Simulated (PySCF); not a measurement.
PySCF 2.14 output of an unrestricted r2SCAN calculation on a single atom or ion in aug-cc-pV5Z (7s6p5d4f3g2h, 127 functions), with no relativity, point nucleus:

```
SCF conv_tol = 1e-09
number electrons alpha = 3  beta = 1
    J. W. Furness, A. D. Kaplan, J. Ning, J. P. Perdew, and J. Sun.,  J. Phys. Chem. Lett. 11, 8208-8215 (2020)
    J. W. Furness, A. D. Kaplan, J. Ning, J. P. Perdew, and J. Sun.,  J. Phys. Chem. Lett. 11, 9248-9248 (2020)
    J. W. Furness, A. D. Kaplan, J. Ning, J. P. Perdew, and J. Sun.,  J. Phys. Chem. Lett. 11, 8208-8215 (2020)
    J. W. Furness, A. D. Kaplan, J. Ning, J. P. Perdew, and J. Sun.,  J. Phys. Chem. Lett. 11, 9248-9248 (2020)
cycle= 1 E= -14.3772956428331  delta_E= -0.00124  |g|= 0.0048  |ddm|= 0.844
cycle= 2 E= -14.3773091688377  delta_E= -1.35e-05  |g|= 0.00059  |ddm|= 0.0252
cycle= 3 E= -14.3773096035017  delta_E= -4.35e-07  |g|= 0.000107  |ddm|= 0.00242
cycle= 4 E= -14.3773096193228  delta_E= -1.58e-08  |g|= 1.02e-05  |ddm|= 0.000516
cycle= 5 E= -14.3773096195006  delta_E= -1.78e-10  |g|= 9.38e-07  |ddm|= 8.04e-05
converged SCF energy = -14.3773096195006  <S^2> = 2.0000232  2S+1 = 3.0000154
```

The run itself started from symmetry-adapted Hartree-Fock orbitals and held the occupation by maximum overlap, on a logarithmic radial grid, so the iterations belong to that start.

Problem. Which element, charge and spin multiplicity is this?

Solution. Be (beryllium, neutral), multiplicity 3; the state was [He] 2s1 3d1, high-spin 3D determinant (an excited configuration).

The outer electron is Rydberg-like, and this basis confines it to a smaller radius and binds it less than a complete one would.
